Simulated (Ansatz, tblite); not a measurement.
Forces on Pt₃H₄ at its PBE0-D4/def2-TZVP geometry. The state is a singlet with charge 0.

In the def2 sets Pt takes a core potential; there is no spin–orbit coupling. The xTB rows come from tblite. The restricted singlet is unstable towards broken spin symmetry in Hartree–Fock (as tested in another run); at PBE-D4/def2-TZVP this wasn't settled. Another isomer (singlet) lies 0.10 eV lower at PBE0-D4/def2-TZVP; other spin states weren't run for this one.

GFN1-xTB (tblite), largest force 2.90 eV/Å:

```xyz
7
positions Å, forces eV/Å
Pt    0.297   -0.082   -1.886   -0.651    0.917    2.228
Pt   -1.328    0.547   -0.151    2.591   -0.512   -1.196
Pt    1.186    0.076    0.665   -1.741    0.377   -2.210
H    -0.151   -0.448    1.244    0.097   -0.119    1.113
H    -2.500    0.697   -1.154   -0.819    0.223   -0.022
H     1.015   -1.065   -0.895    0.726   -0.744   -0.033
H     1.481    0.275    2.178   -0.201   -0.142    0.120
```

GFN2-xTB (tblite), largest force 1.35 eV/Å:

```
Pt 0.701 -0.460 0.077
Pt -0.811 0.033 -0.233
Pt -0.677 -0.453 1.081
H -0.030 0.331 -0.101
H 0.485 0.039 0.660
H 0.144 0.410 -0.546
H 0.188 0.100 -0.938
```

PBE-D4/def2-TZVP (Ansatz), largest force 0.46 eV/Å:

```
Pt -0.019 0.178 -0.264
Pt 0.155 0.200 0.111
Pt 0.137 0.237 -0.363
H -0.310 -0.176 0.088
H -0.312 -0.063 -0.090
H 0.207 -0.303 0.252
H 0.143 -0.073 0.267
```
